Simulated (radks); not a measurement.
The calcium ion Ca4+, 16 electrons, occupied as [Ne] 3s2 3p4 (the NIST ground configuration).

Calculated with a radial shooting solver on a logarithmic mesh with Libxc functionals: Dirac Kohn-Sham, LDA (Slater exchange, Perdew-Wang correlation), spin-unpolarised, spherical densities, finite nucleus; open shells fill j = l - 1/2 first; Fermi nuclear charge, rms radius 3.4776 fm.

Energy parts (Ry):
part                       energy
total                 -1347.25558
kinetic                1357.30215
electron-nucleus      -3140.63810
Hartree                 501.47273
exchange-correlation    -65.39236

Orbitals (lengths in bohr, moments of r in powers of bohr; <r^-3> diverges for s and p1/2; r(max) is where P^2 peaks):
orbital,occ.,eigenvalue (Ry),<1/r>,<r^2>,r(max),<r^-3>,small-component weight
1s1/2,2,-293.7995,19.70,0.007976,0.05039,-,5.09e-03
2s1/2,2,-34.59366,4.050,0.1576,0.3005,-,8.55e-04
2p1/2,2,-29.02464,3.984,0.1314,0.2448,-,8.37e-04
2p3/2,4,-28.75296,3.942,0.1333,0.2468,184.8,8.29e-04
3s1/2,2,-7.15119,1.282,1.379,0.9686,-,1.88e-04
3p1/2,2,-5.71279,1.184,1.552,0.9990,-,1.66e-04
3p3/2,2,-5.67818,1.176,1.568,1.004,23.66,1.65e-04
3d3/2,0,-3.51609,0.9597,1.997,1.016,2.029,1.13e-04
3d5/2,0,-3.51289,0.9584,2.001,1.018,2.014,1.12e-04
4s1/2,0,-2.50589,0.5372,7.382,2.408,-,5.71e-05
4p1/2,0,-2.09276,0.4900,8.914,2.634,-,5.01e-05
4p3/2,0,-2.08487,0.4878,8.977,2.644,5.398,4.98e-05
4f5/2,0,-1.14437,0.3180,15.01,3.133,0.05516,2.17e-05
4f7/2,0,-1.14431,0.3179,15.01,3.134,0.05513,2.17e-05

The highest occupied level is 3p3/2 at -77.256 eV. For comparison, the ionisation energy in NIST's Atomic Spectra Database is 84.3 eV (semi-empirical). In exact Kohn-Sham theory the highest level is minus the ionisation energy, but local and semilocal functionals leave it too shallow, through self-interaction and a potential that decays too fast; potentials with the right tail come closer. The density falls to 0.001 e/bohr^3 at r = 2.65 bohr.

Beside tabulated values, note that spin-unpolarised runs miss the spin-polarisation part of the exchange energy of open shells.
